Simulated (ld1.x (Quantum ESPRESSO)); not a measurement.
Ranking TM potentials for copper

All share these settings but for the change named:

* Element: Cu
* Generator: ld1.x (Quantum ESPRESSO) 7.5
* Type: norm-conserving Troullier–Martins (Kleinman–Bylander form)
* Functional: PBE
* Relativity: fully relativistic
* Frozen core: [Ar]
* Valence charge: 11
* Reference configuration: 3d9 4s2 4p0
* Partial waves: 4s (bound): rc 2.15 bohr; 4p (bound, empty): rc 3.10 bohr; 3d (bound): rc 1.35 bohr; 4f channel at 0.2 Ry: rc 3.15 bohr
* Local potential: all-electron potential smoothed inside 1.95 bohr (lloc = -1)
* Core correction: Bessel-smoothed model core inside 0.95 bohr

Open shells are filled in proportion to 2j + 1 (rel_dist='average').

Cutoff: the first of the cutoffs (Ry, on a coarse ladder) from which the occupation-weighted sum of valence levels, in a spherical-Bessel basis at the reference potential, stays within 10 and 1 mRy of its value at 400 Ry; the density cutoff is not measured.

The base gives 140 Ry.

Of 11 variants that were run, those that failed, showed a ghost or another fault, or gave nearly equal values are left out.

A variant can come out equal or close to the base.

(1) Rank these variants from softest to hardest (loose cutoff).
A. wave 4s (bound): rc 2.15 bohr becomes 4s (bound): rc 2.02 bohr
B. all radii but the core radius scaled by about 1.41 (s 3.02, p 4.36, d 1.90, f 4.42 bohr); local potential all-electron potential smoothed inside 2.74 bohr (lloc = -1)
C. wave 3d (bound): rc 1.35 bohr becomes 3d (bound): rc 1.58 bohr

## Answers

(1) B (90 Ry), C (120 Ry), A (140 Ry).
